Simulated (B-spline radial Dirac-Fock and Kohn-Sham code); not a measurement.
**Auger decay of the N5 hole in Bi²⁺**

System: the Bi²⁺ ion, [Xe] 4f14 5d10 6s2 6p1, inside a Watson sphere of charge -2 and radius 1.8 Å (a model of the Madelung potential; inside it an electron's potential energy is raised by 16.0 eV).

Level of theory: independent-particle radiative and Coulomb Auger rates from relativistic LDA hole-state orbitals, with Dirac-Fock energies; a B-spline atomic structure program. Kinetic energies are configuration averages from the vacuum level; the two-hole energies are estimated from single-hole states.

```tsv
transition	kinetic energy (eV)	width (meV)	share (%)
N5-N6O1	81.38	73.6	1.1
N5-N6N7	83.46	871	13.1
N5-N7O1	86.69	643	9.6
N5-N7N7	89.60	821	12.3
N5-N7O2	135.4	664	10.0
N5-N6O3	155.9	96.7	1.5
N5-N7O3	161.3	666	10.0
N5-O1O5	225.4	79.1	1.2
N5-N6O5	231.2	560	8.4
N5-N7O4	233.1	544	8.2
N5-N7O5	236.6	1020	15.3
N5-N7P1	258.0	95.8	1.4
N5-O2O5	273.2	53.9	0.8
N5-O3O5	299.0	73.3	1.1
N5-O4O5	368.3	61.2	0.9
N5-O5O5	371.6	67.9	1.0
```

Coster-Kronig rates are the weakest part of this model and often come out 1.5 to 2.5 times too large. The listed channels hold 96 % of the non-radiative rate. Summed by principal shells, of 6.67 eV in all: NNO 65.2 %, NNN 25.8 %, NOO 6.7 %, NNP 2.0 %, NOP 0.2 %.

Values without a named source are computed, but for edge energies of neutral atoms, which are taken from tables.
